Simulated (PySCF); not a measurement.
A GIAO shielding run with PySCF (density fitting, non-relativistic, gas phase) on SMILES [BH2-]([NH2+][BH2-][NH2+][BH3-])[NH3+], B$_{3}$H$_{14}$N$_{3}$:

```
$ OMP_NUM_THREADS=1 python probes_run.py task.json out

{"job": {"kind": "nmr", "xc": "PBE", "basis": "pcSseg-1", "pop": false}, "charge": 0, "multiplicity": 1}
B     -1.467628    -0.048353     1.198059
N     -1.857707    -0.034276    -0.353306
B     -0.726773     0.039592    -1.453497
N      0.303668     1.167422    -0.995797
B      1.745738     0.750100    -0.522608
N      1.561181    -0.537376     0.399571
H     -2.488140    -0.037598     1.872555
H     -0.826836    -1.083815     1.416951
H     -0.785828     0.954308     1.447171
H     -2.526982     0.723128    -0.498276
H     -2.396938    -0.879420    -0.542389
H     -0.172445    -1.054403    -1.515305
H     -1.212660     0.348280    -2.534328
H      0.418675     1.836408    -1.754890
H     -0.131399     1.683232    -0.224862
H      2.434341     0.436674    -1.479720
H      2.240989     1.631538     0.163855
H      1.354141    -1.356342    -0.176041
H      0.745361    -0.446591     1.036359
H      2.400574    -0.720000     0.947568
```

Hardware: 1 thread of an Arm Neoverse V1, shared host.

Problem. How large is the calculation?

Solution. 50 electrons, 172 basis functions and 868 auxiliary functions.

Problem. How long does it take, and how much memory does it need?

Solution. 32 s of wall time, with 13 SCF cycles; peak memory 1 GiB. Times on a shared host scatter by some tens of per cent.

Problem. And these other runs on the same molecule and hardware: GIAO shielding at PBE0/pcSseg-1; spin–spin coupling at B3LYP/pcJ-1?

Solution. PBE0/pcSseg-1: 172 functions, 22 s; B3LYP/pcJ-1: 302 functions, 2.4 min.
